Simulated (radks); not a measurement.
Species: Cl2+. Configuration: [Ne] 3s2 3p3. Calculated with a radial shooting solver on a logarithmic mesh with Libxc functionals: scalar-relativistic Kohn-Sham, PBE, spin-unpolarised, spherical densities, point nucleus; hard spherical wall at 7 bohr. Some entries of the table are withheld. Estimate them.

orbital  occ.  eigenvalue (hartree)  <1/r> (bohr^-1)  <r> (bohr)
1s          2                   (1)            16.68     0.09097
2s          2             -10.31128            3.311      0.4437
2p          6              -8.07031            3.210         (2)
3s          2              -1.65063           0.9584       1.442
3p          3              -1.16436           0.8449       1.602
3d          0              -0.51250           0.5847       2.152
4s          0                   (3)           0.3813       3.489
4p          0              -0.32020              (4)       3.758

Answer. 
(1) 1s eigenvalue (hartree): -102.1628
(2) 2p <r> (bohr): 0.4062
(3) 4s eigenvalue (hartree): -0.44871
(4) 4p <1/r> (bohr^-1): 0.3572
